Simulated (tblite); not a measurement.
Record of a relaxation.

Species: C5H12BF2N.
Atom-mapped SMILES: `[F:1][CH2:2][BH2-:3][NH2+:4][C@@H:5]1[CH2:6][C@@H:7]1[CH2:8][F:9]` (hydrogens: H10, H11 on C2; H12, H13 on B3; H14, H15 on N4; H16 on C5; H17, H18 on C6; H19 on C7; H20, H21 on C8)

Computed with GFN2-xTB (tblite), gas phase: L-BFGS steps from a force-field or distance-geometry start until the largest atomic force falls under 0.01 eV/Å. 3 of its 202 geometries are shown.

Step 0: E = -826.6329 eV, largest atomic force 2.554 eV/Å
```
atom  x, y, z in Å  |  force x, y, z in eV/Å
F1     -3.904   -0.154   -1.046   -0.777  -0.631  -0.618
C2     -3.014   -0.617   -0.120   -0.067  -0.533   1.325
B3     -1.856    0.450    0.028   -1.142   2.106   0.886
N4     -0.474   -0.083   -0.397    0.346  -1.189  -0.626
C5      0.404    0.158    0.709   -0.427   1.001   0.785
C6      1.411    1.249    0.507    1.014  -0.007   0.733
C7      1.829   -0.207    0.730    0.865   0.400   1.780
C8      2.624   -0.778   -0.377    1.154  -0.133  -0.583
F9      2.593    0.134   -1.434    0.242  -1.090  -0.285
H10    -2.664   -1.643   -0.356   -0.503   0.182  -0.338
H11    -3.547   -0.677    0.862   -0.111  -0.211  -0.806
H12    -2.158    1.429   -0.594    0.266  -0.091  -0.128
H13    -1.798    0.777    1.192   -0.129   0.006  -0.195
H14    -0.234    0.389   -1.289    0.250  -0.463   0.832
H15    -0.616   -1.100   -0.571    0.368   0.733  -0.001
H16    -0.133    0.217    1.705    0.710  -0.509  -1.354
H17     1.745    1.893    1.345   -0.755  -0.068  -0.956
H18     1.579    1.588   -0.536   -0.320   0.213   1.284
H19     2.213   -0.437    1.772   -0.284   0.125  -1.372
H20     3.708   -0.810   -0.061   -0.891  -0.243  -0.388
H21     2.284   -1.761   -0.758    0.192   0.405   0.025
```

Step 100: E = -827.9612 eV, largest atomic force 0.035 eV/Å
```
atom  x, y, z in Å  |  force x, y, z in eV/Å
F1     -2.485   -1.242   -1.409    0.007   0.017  -0.013
C2     -3.009   -0.535   -0.310   -0.011   0.009   0.000
B3     -1.949    0.581    0.244    0.023  -0.009   0.020
N4     -0.483   -0.132   -0.003    0.008  -0.001   0.012
C5      0.558    0.180    0.945    0.002  -0.001   0.012
C6      1.508    1.306    0.683   -0.009  -0.008  -0.009
C7      2.004   -0.112    0.634   -0.011  -0.009  -0.004
C8      2.419   -0.733   -0.681    0.009  -0.002  -0.005
F9      1.804   -0.122   -1.748    0.015   0.004   0.003
H10    -3.240   -1.310    0.429   -0.009  -0.016  -0.026
H11    -3.954   -0.113   -0.657   -0.002   0.012   0.011
H12    -1.945    1.597   -0.370   -0.005  -0.015  -0.013
H13    -2.085    0.737    1.416    0.015   0.011   0.014
H14    -0.207    0.127   -0.949   -0.011  -0.017   0.018
H15    -0.668   -1.135   -0.010    0.004   0.019  -0.008
H16     0.222    0.032    1.964    0.001  -0.009   0.009
H17     1.812    1.931    1.508   -0.022   0.010  -0.024
H18     1.411    1.833   -0.254   -0.006  -0.002  -0.004
H19     2.626   -0.458    1.450   -0.005  -0.005  -0.010
H20     3.497   -0.619   -0.834    0.014   0.005  -0.016
H21     2.154   -1.796   -0.739   -0.007   0.008   0.033
```

Step 201: E = -828.0056 eV, largest atomic force 0.010 eV/Å
```
atom  x, y, z in Å  |  force x, y, z in eV/Å
F1     -2.420   -0.288   -1.833   -0.002   0.001   0.007
C2     -2.955   -0.354   -0.536    0.001   0.001   0.001
B3     -1.964    0.363    0.541    0.006  -0.001   0.002
N4     -0.495   -0.270    0.182   -0.008  -0.002  -0.001
C5      0.592    0.259    0.970   -0.007   0.000  -0.004
C6      1.429    1.368    0.413    0.000  -0.005  -0.001
C7      2.033    0.004    0.605    0.000   0.002   0.002
C8      2.423   -0.845   -0.583   -0.002   0.001   0.007
F9      1.637   -0.585   -1.678   -0.004   0.004  -0.006
H10    -3.108   -1.426   -0.356   -0.001   0.008  -0.003
H11    -3.939    0.117   -0.597    0.003  -0.004  -0.001
H12    -1.874    1.536    0.384    0.002  -0.008  -0.001
H13    -2.228    0.042    1.657    0.000   0.002  -0.003
H14    -0.360   -0.079   -0.811    0.002   0.000   0.006
H15    -0.573   -1.280    0.290    0.002   0.003  -0.001
H16     0.338    0.287    2.022    0.002   0.002  -0.002
H17     1.735    2.172    1.062   -0.002  -0.003  -0.008
H18     1.221    1.677   -0.600    0.002   0.005   0.006
H19     2.729   -0.128    1.424   -0.002   0.004   0.004
H20     3.456   -0.638   -0.883    0.005   0.002   0.000
H21     2.313   -1.914   -0.364    0.001  -0.009  -0.003
```

Q: Summarise the path.

A: The energy falls by 1.3727 eV from step 0 to step 201; nine tenths of that is first reached at step 52. It rises by more than 0.2 meV at step 50. The largest force goes from 2.554 to 0.010 eV/Å. Among the bonds B3–N4 changes most, from 1.541 to 1.639 Å; the atoms move by 0.814 Å rms after alignment.

Q: Follow the three bonds and two angles with the largest change from start to end.

A: 
```csv
step,E above end (eV),largest force (eV/Å),B3–N4 (Å),C7–H19 (Å),C5–H16 (Å),C2–B3–N4 (°),B3–N4–C5 (°)
0,1.3727,2.554,1.541,1.134,1.133,113.4,106.2
9,0.4426,0.288,1.683,1.087,1.083,108.6,108.4
17,0.3747,0.161,1.680,1.085,1.080,108.1,112.5
26,0.3117,0.210,1.657,1.086,1.080,107.9,114.6
35,0.2373,0.172,1.657,1.084,1.081,106.9,116.1
44,0.2121,0.123,1.655,1.084,1.083,105.9,116.0
52,0.1371,0.216,1.670,1.082,1.080,105.9,114.0
61,0.0856,0.145,1.652,1.081,1.082,105.0,115.1
70,0.0620,0.058,1.656,1.083,1.083,104.1,116.1
79,0.0573,0.051,1.656,1.084,1.083,103.5,116.1
87,0.0530,0.040,1.650,1.083,1.082,103.0,115.8
96,0.0462,0.061,1.646,1.082,1.083,103.2,116.5
105,0.0423,0.034,1.646,1.083,1.083,103.8,116.6
114,0.0392,0.050,1.649,1.082,1.082,104.0,116.2
122,0.0347,0.046,1.647,1.083,1.083,103.3,115.3
131,0.0300,0.056,1.642,1.083,1.083,102.3,115.4
140,0.0196,0.121,1.642,1.082,1.083,102.4,115.5
149,0.0131,0.040,1.643,1.083,1.083,103.0,115.2
157,0.0103,0.043,1.644,1.083,1.084,103.3,114.5
166,0.0070,0.031,1.641,1.083,1.083,104.0,113.4
175,0.0054,0.028,1.640,1.083,1.083,103.7,113.4
184,0.0040,0.030,1.641,1.083,1.083,103.9,113.6
192,0.0009,0.051,1.639,1.083,1.083,103.7,114.2
201,0.0000,0.010,1.639,1.083,1.083,103.3,114.5
```

The cost below is that of the whole relaxation. Hardware: Intel Xeon at 2.50 GHz, one thread, on a shared host. Cost: 4.4 s wall.
